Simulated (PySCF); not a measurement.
Si(Cl)(F)2(NCO) (CClF2NOSi), SMILES O=C=N[Si](F)(F)Cl. Atoms are numbered in the order given.

```xyz
7

O      0.4257     3.4553     0.0000
C      0.1546     2.3223     0.0000
N     -0.1363     1.1553     0.0000
Si    -0.3697    -0.5105     0.0000
F     -1.2183    -0.9325     1.2905
F     -1.2183    -0.9325    -1.2905
Cl     1.3956    -1.5136     0.0000
```

Coordinates come from a B3LYP-D3(BJ)/def2-SVP optimisation. This is a generated structure with no PubChem entry under its InChIKey; it may be hypothetical. Other conformers were not sampled.

These are B3LYP/def2-TZVP run with PySCF values and carry that method's errors.

Isolated molecule, no solvent.

Q: Estimate the frontier levels, gap, dipole moment and polarisability. (An estimate is asked for; the answer gives what the named calculation found.)

A: 
```
Item                                                                                                            Value
---------------------------------------------------------------------------------------------  ----------------------
highest occupied level                                                                                       -9.37 eV
lowest empty level                                                                                           -0.47 eV
orbital gap                                                                                                   8.91 eV
dipole moment                                                                                                  0.59 D
quadrupole, principal values (traceless, Buckingham form, about the centre of nuclear charge)   -5.95, 1.54, 4.41 D·Å
mean static polarisability                                                                       51.6 bohr³ (7.65 Å³)
polarisability, principal values                                                               37.1, 45.2, 72.5 bohr³
```
